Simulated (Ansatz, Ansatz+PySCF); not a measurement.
```yaml
atoms:
  - { symbol: C, position_ang: [0.0000, 0.0000, 0.0000] }
  - { symbol: F, position_ang: [0.8204, 0.8204, 0.8204] }
  - { symbol: F, position_ang: [0.8204, -0.8204, -0.8204] }
  - { symbol: F, position_ang: [-0.8204, 0.8204, -0.8204] }
  - { symbol: F, position_ang: [-0.8204, -0.8204, 0.8204] }
```

Basis set: def2-SVP (spherical functions). Correlated methods keep 5 orbitals frozen. Charge 0, multiplicity 1.

Computed with Ansatz (development build ahead of 0.2.0); each method stands on the lowest determinant of its kind that the runs found. Restricted open shells among the atoms or ions are ROHF, correlated in semicanonical orbitals with singles.

**Question.** Give the atomization energy at this shape (free ground-state atoms in the same class of orbitals less the molecule, no zero-point energy) of singlet CF4 by RHF-CCSD(T), RHF-CCSD, RHF-MP2, RHF, UHF.

**Answer.**

```csv
method,atomization energy
RHF-CCSD(T),18.80 eV
RHF-CCSD,18.41 eV
RHF-MP2,19.94 eV
RHF,12.79 eV
UHF,12.29 eV
```

Caution: the shape is not the minimum.
